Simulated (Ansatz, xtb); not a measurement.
## Two isomers of CHBBrCl

Structure I: `ClC=BBr`, a singlet. Structure II: `ClB=CBr`, a singlet. Both are isolated molecules in the gas phase, relaxed with PBE0-D3(BJ)/def2-SVP.

Problem. Which of the two would you expect CCSD(T)/def2-TZVP electronic energies to favour?

Solution. Structure II; the calculation gives E(II) − E(I) = −0.239 eV.

The same difference at several levels:

| level | geometry | E(II) − E(I) (eV) | departure from the last row (eV) | job, with rough time for the two |
| --- | --- | --- | --- | --- |
| GFN2-xTB | GFN2-xTB | −0.051 | +0.188 | optimisation, 0.14 s |
| HF/STO-3G | GFN2-xTB | +0.254 | +0.493 | single point, 0.46 s |
| r2SCAN-D4/def2-SVP | GFN2-xTB | −0.235 | +0.004 | single point, 4.8 s |
| PBE0-D3(BJ)/def2-SVP | PBE0-D3(BJ)/def2-SVP | −0.270 | −0.031 | optimisation, 43 s |
| HF/def2-TZVP | PBE0-D3(BJ)/def2-SVP | −0.258 | −0.019 | part of the CCSD(T) run |
| MP2/def2-TZVP | PBE0-D3(BJ)/def2-SVP | −0.254 | −0.015 | part of the CCSD(T) run |
| CCSD(T)/def2-TZVP | PBE0-D3(BJ)/def2-SVP | −0.239 |  | single point, 2.4 min |

As drawn, II has 1 B–Cl, 1 C–Br in place of 1 C–Cl, 1 B–Br.

HF/STO-3G puts the two in the other order. The largest departure from CCSD(T)/def2-TZVP is that of HF/STO-3G, 0.493 eV.

With harmonic frequencies from PBE0-D3(BJ)/def2-SVP (ideal gas, rigid rotor, one conformer each, 298.15 K, 1 atm): the zero-point term adds 0.000 eV; ΔH is −0.239 and ΔG −0.241 eV.

The correlated steps freeze 16 core orbitals; the filled d shell of Br is correlated, in a basis made for valence electrons. Run with Ansatz 0.2.0, xtb 6.7.1; the last row on 1 thread of Arm Neoverse V1 on a shared host.
